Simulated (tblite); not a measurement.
C8H15P.
Numbering: `[CH3:1][C:2]#[C:3][P:4]([CH2:5][CH3:6])[CH:7]([CH3:8])[CH3:9]` (hydrogens: H10, H11, H12 on C1; H13, H14 on C5; H15, H16, H17 on C6; H18 on C7; H19, H20, H21 on C8; H22, H23, H24 on C9)

The geometry is computed with GFN2-xTB (gas phase).

(1) What internal coordinates does the optimisation give?

Results:

(1) 
```json
{"bond": "C1–C2", "length (pm)": "144.6"}
{"bond": "C2≡C3", "length (pm)": "120.5"}
{"bond": "C3–P4", "length (pm)": "176.7"}
{"bond": "P4–C5", "length (pm)": "187.1"}
{"bond": "C5–C6", "length (pm)": "152.3"}
{"bond": "P4–C7", "length (pm)": "188.6"}
{"bond": "C7–C8, C7–C9", "length (pm)": "152.5"}
{"bond": "C1–H10, C1–H11, C1–H12", "length (pm)": "109.0"}
{"bond": "C5–H13, C5–H14", "length (pm)": "109.4"}
{"bond": "C6–H15, C6–H16, C6–H17", "length (pm)": "108.9"}
{"bond": "C7–H18", "length (pm)": "109.8"}
{"bond": "C8–H19 and 5 like bonds", "length (pm)": "108.9"}
```

Bonds in one row agree within 1 pm and their mean is given. A selection of angles:
```json
{"angle": "C1–C2–C3", "degrees": "177.3"}
{"angle": "C2–C3–P4", "degrees": "174.0"}
{"angle": "C3–P4–C5", "degrees": "96.8"}
{"angle": "C3–P4–C7", "degrees": "96.5"}
{"angle": "C5–P4–C7", "degrees": "98.7"}
{"angle": "P4–C5–C6", "degrees": "111.0"}
{"angle": "P4–C7–C8", "degrees": "108.6"}
{"angle": "C8–C7–C9", "degrees": "110.7"}
```

Dihedral angles: C3–P4–C5–C6 -69° (synclinal); C3–P4–C7–C8 68° (synclinal). The mirror-image conformer, all signs reversed, is as good.

Of the pairs four or more bonds apart, C3···H20 is among the closest relative to their van der Waals radii: 2.66 Å, 92 % of the sum of Bondi's values. The C–P distances run from 1.767 Å (C3–P4, drawn single) to 1.886 Å (P4–C7, drawn single), a spread of 0.119 Å. P4 (phosphine phosphorus) is pyramidal (angles 98.7°, 96.8° and 96.5°, sum 292.0°, 0.92 Å off the plane of its three neighbours). The 5 C–C bonds span 1.205 Å (C2≡C3, drawn triple) to 1.525 Å (C7–C8, drawn single), a spread of 0.320 Å.

Point group: C1 (no symmetry element, even within 0.4 Å). Its lowest GFN2-xTB frequency is 12i cm⁻¹, too small to tell a flat minimum from a shallow saddle. One conformer, not necessarily the lowest.
